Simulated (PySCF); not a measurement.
System: sum formula AlOF₂H, net charge 0, singlet state. 
Geometry from a B3LYP-D3(BJ)/def2-TZVP (Ansatz) optimisation:
```
Al
F 1 1.6384
F 1 1.6432 2 118.54
O 1 1.6783 2 118.97 3 -180.00
H 4 0.9581 1 124.21 2 180.00
```

Dispersion corrections to the total energy (kcal/mol) from the dftd3 and dftd4 libraries through PySCF: D3(BJ) without and D4 with the three-body term, each with the damping fitted for the functional named.

```tsv
functional	D3(BJ)	D4
r2SCAN	-0.32	-0.36
BHLYP	-1.88	___
PBE	-1.22	-1.58
BP86	-2.08	-2.11
B2GP-PLYP	___	-0.65
TPSS	-1.56	-2.14
B2PLYP	-1.10	___
```

### Question
Fill in the missing entries.

### Answer

- BHLYP, D4: -2.00
- B2GP-PLYP, D3(BJ): -1.05
- B2PLYP, D4: -1.09
